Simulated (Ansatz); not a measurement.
System: sum formula YOF, charge 1, multiplicity 2. The spin state was set by rule; other spins were not relaxed. SMILES of the parent species: [O]=[Y][F]
Geometry from a B3LYP-D3(BJ)/def2-TZVP (Ansatz, an electronic-structure program) optimisation:
```
Y
F 1 1.9159
O 1 2.0142 2 108.43
```
Charge +1, spin multiplicity 2.

Problem. Give the harmonic wavenumbers at B3LYP-D3(BJ)/def2-TZVP (Ansatz, finite differences of forces, unscaled).

Solution. 132, 629, 675 cm⁻¹. Zero-point energy 2.1 kcal/mol.

Problem. From these and the geometry, give the ideal-gas thermochemistry at 298.15 K and 1 atm (rigid rotor, harmonic oscillator).

Solution. Point group Cs, rotational symmetry number 1. Rotational constants 15.31, 5.708, 4.158 GHz. S(trans) 40.36, S(rot) 24.30, S(vib) 3.65, S(elec, spin only) 1.38, S 69.7 cal/(mol K). H(298) - H(0) 2.96 kcal/mol; G - E(el) -15.8 kcal/mol.
